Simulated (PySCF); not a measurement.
Simulation results for Ge2H7NSi

Computed with PySCF 2.14.0. Calculation on a computer-drawn molecule: the log of a Hartree-Fock and frozen-core CCSD(T) single point meant for a local Hartree-Fock minimum, with one planted fault or none, to be diagnosed. Offsets are logged minus clean, where the clean run is the same molecule without the fault. The reference is restricted for singlets and unrestricted otherwise, and also for a bond in bohr or an excited solution. Adding or removing an electron swaps singlet and doublet. The excited solution moves the top pair (singlet) or top alpha electron (doublet) to the lowest empty orbital. Highest occupied and lowest empty are orbital energies over both spins, largest force is the largest gradient component, triples share is (T) over the correlation energy, the T1 limit is 0.02 restricted and 0.045 unrestricted, electrons count all cores, a negative frequency is imaginary (commonest isotopes), and the dipole is about the centre of nuclear charge; on germanium a core potential holds 10 electrons, which the energies leave out, and 3d is frozen in MP2 and coupled-cluster steps.

```xyz
11
formula=Ge2H7NSi meant_charge=0 meant_multiplicity=1 meant_basis=cc-pV(D+d)Z meant_basis_and_core_potential_on_germanium=cc-pVDZ-PP_ECP10MDF logged_electrons=92 logged_basis_functions=118 logged_SCF_converged=yes logged_spin_squared=0 logged_highest_occupied=-9.4164 logged_lowest_empty=1.2148 logged_largest_force=0.020845 logged_T1_diagnostic=0.019864 logged_D1_diagnostic=0.071742 logged_triples_share=0.036577 logged_CC_converged=yes logged_dipole_magnitude=3.0314 logged_SCF_stable_within_its_kind=yes logged_energy_HF=-934.14358 logged_energy_CCSD(T)=-934.69614 possible_faults=no_fault,one_electron_removed,one_electron_added,multiplicity_raised_by_two,geometry_at_a_saddle_point,SCF_held_on_an_excited_solution,minimal_basis_STO-3G,one_bond_length_entered_in_bohr,all_coordinates_scaled
Si    -0.1194    -0.1432    -0.2591
Ge    -2.1185     0.6419     0.9854
N     -1.9863     0.6002     2.8639
Ge    -0.7234     0.1141     3.9170
H      0.2075    -1.5904     0.0885
H      1.1014     0.7049     0.0766
H     -0.3703    -0.0532    -1.7582
H     -3.3512    -0.2493     0.5683
H     -2.4251     2.1283     0.5559
H      0.6899    -0.4385     3.5120
H     -0.9190     0.1985     5.4629
```

Units: logged_highest_occupied, logged_lowest_empty in eV; logged_largest_force in hartree/bohr; logged_dipole_magnitude in debye; logged_energy_HF, logged_energy_CCSD(T) in hartree.

Drawn bonds:
```tsv
atom	other atom	order
1	2	1
2	3	1
3	4	2
1	5	1
1	6	1
1	7	1
2	8	1
2	9	1
4	10	1
4	11	1
```

Q: Ge2H7NSi: planted fault?
A: all coordinates scaled, by +2.6 %

Further results for Ge2H7NSi:

* HF energy offset from clean run: 4.353 kcal/mol
* CCSD(T) energy offset from clean run: 0.2481 kcal/mol
